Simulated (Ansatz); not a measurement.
In3⁺. Total charge 1; singlet. Geometry relaxed at PBE-D4/def2-SVP.

```xyz
3

In    1.9110    0.7218    0.5018
In   -0.6614   -1.8449    0.7639
In   -1.2495    1.1231   -1.2657
```

In the def2 sets In takes a core potential; there is no spin–orbit coupling. The restricted singlet is unstable towards broken spin symmetry at other levels; at PBE-D4/def2-SVP this wasn't settled. At PBE0-D4/def2-TZVP a triplet of charge 1 lies 0.20 eV below the restricted singlet, each at its own geometry. The structure comes from a short search, and lower isomers may exist.

Task: Estimate the harmonic wavenumbers at RKS PBE-D4/def2-SVP (Ansatz, unscaled). Is this a minimum?

Result: 40, 40, 63 cm⁻¹. Yes, no mode is imaginary beyond noise. Zero-point energy 0.9 kJ/mol. Run time 7 s (2 threads of AMD EPYC 7R43 on a shared host).
